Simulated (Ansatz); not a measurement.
Geometry optimisation, RKS PBE/6-31G* in Ansatz 0.2.0.

Input:

```yaml
crystal:
  periodic: [false, false, false]
  atoms:
    - { symbol: B, position_ang: [0.0, 0.0, 0.0] }
    - { symbol: O, position_ang: [0.0, 0.0, 1.76] }
    - { symbol: H, position_ang: [-0.9095, -0.2814, 2.0971] }
    - { symbol: F, position_ang: [1.1431, 0.0, -0.66] }
    - { symbol: "N", position_ang: [-1.3423, 0.0, -0.775] }
    - { symbol: H, position_ang: [-2.0112, -0.8164, -0.6764] }
    - { symbol: H, position_ang: [-1.5914, 0.8164, -1.4036] }
    - { symbol: Si, position_ang: [0.1008, 2.1328, 0.7095] }
    - { symbol: H, position_ang: [0.6771, 2.1737, 2.0503] }
    - { symbol: H, position_ang: [0.9351, 2.9107, -0.2019] }
    - { symbol: H, position_ang: [-1.2441, 2.7001, 0.741] }
    - { symbol: H, position_ang: [0.0529, 1.1188, 1.7067] }
basis:
  gaussian: { orbitals: "6-31G*" }
hamiltonian:
  xc: pbe
relax:
  f_tol: 0.15
  max_steps: 25
  restrain:
    - { distance: [0, 7], at: 3.15, k: 30.0 }
    - { distance: [11, 1], at: 2.21, k: 30.0 }
    - { distance: [0, 1], at: 1.41, k: 30.0 }
    - { distance: [11, 7], at: 1.46, k: 30.0 }
```

Launched with:

```bash
$ ansatz run input.yaml --threads 2 --pin off --max-ram 3072MiB --backend cpu --events-out ev --progress --plain --runs-dir out
```

Q: Where does it end, and by what steps?

A: The forces met the threshold. The restraints hold the end off the free minimum. After 14 steps the energy has fallen by 6.256 eV (the restraints' own energy left out); H9 moved furthest, 1.37 Å.

```json
{"step": "0", "energy less start (eV)": "0.0000", "largest force component (eV/Å)": "5.907", "accepted": "yes"}
{"step": "1", "energy less start (eV)": "-0.4824", "largest force component (eV/Å)": "3.528", "accepted": "yes"}
{"step": "2", "energy less start (eV)": "-1.0357", "largest force component (eV/Å)": "2.299", "accepted": "yes"}
{"step": "3", "energy less start (eV)": "-1.8367", "largest force component (eV/Å)": "2.876", "accepted": "yes"}
{"step": "4", "energy less start (eV)": "-3.3423", "largest force component (eV/Å)": "2.306", "accepted": "yes"}
{"step": "5", "energy less start (eV)": "-4.3255", "largest force component (eV/Å)": "2.040", "accepted": "yes"}
{"step": "6", "energy less start (eV)": "-5.0632", "largest force component (eV/Å)": "1.547", "accepted": "yes"}
{"step": "7", "energy less start (eV)": "-5.6017", "largest force component (eV/Å)": "0.848", "accepted": "yes"}
{"step": "8", "energy less start (eV)": "-5.9302", "largest force component (eV/Å)": "0.784", "accepted": "yes"}
{"step": "9", "energy less start (eV)": "-6.0825", "largest force component (eV/Å)": "0.671", "accepted": "yes"}
{"step": "10", "energy less start (eV)": "-6.1863", "largest force component (eV/Å)": "0.671", "accepted": "yes"}
{"step": "11", "energy less start (eV)": "-6.2312", "largest force component (eV/Å)": "0.697", "accepted": "yes"}
{"step": "12", "energy less start (eV)": "-6.2489", "largest force component (eV/Å)": "0.639", "accepted": "yes"}
{"step": "13", "energy less start (eV)": "-6.2492", "largest force component (eV/Å)": "0.631", "accepted": "yes"}
{"step": "14", "energy less start (eV)": "-6.2555", "largest force component (eV/Å)": "0.683", "accepted": "yes"}
```

```xyz
12
Properties=species:S:1:pos:R:3
B -0.048 -0.410 0.003
O -0.025 -0.968 1.280
H -0.912 -0.995 1.682
F 1.138 -0.355 -0.640
N -1.208 0.078 -0.658
H -2.149 0.081 -0.268
H -1.161 0.459 -1.600
Si 0.034 2.549 1.108
H 0.714 3.542 2.008
H 0.719 2.579 -0.222
H -1.393 2.986 0.942
H 0.101 1.207 1.714
```

The run took 23 s on 2 threads of AMD EPYC 9B14 (Zen 4), on a shared host, peak memory 0.19 GiB.
